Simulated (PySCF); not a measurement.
C3H9Ga, SMILES [CH3][Ga]([CH3])[CH3]. Heavy atoms are numbered as in [Ga:1]([CH3:2])([CH3:6])[CH3:10]. Hydrogens are named by the atom that carries them.

Geometry optimised at ωB97X-D3(BJ)/def2-SVP. The isomer is the one that the SMILES or the coordinates give; other isomers of the formula were not compared.

Computed with PBE0/def2-TZVP (PySCF).

ESP charges are fitted to the potential on shells at 1.4 to 2.0 van der Waals radii. Atomic charges (e), one atom of each kind:

```csv
atom,ESP fit,IAO
Ga1,1.10,(withheld)
C2 (CH3),-0.97,(withheld)
H on C2,0.20,(withheld)
```

Problem. Some entries are withheld; supply them. (The exact figures need the calculation; the answer reports its results.)

Solution. 
- Ga1, IAO: 0.90
- C2 (CH3), IAO: -0.76
- H on C2, IAO: 0.15
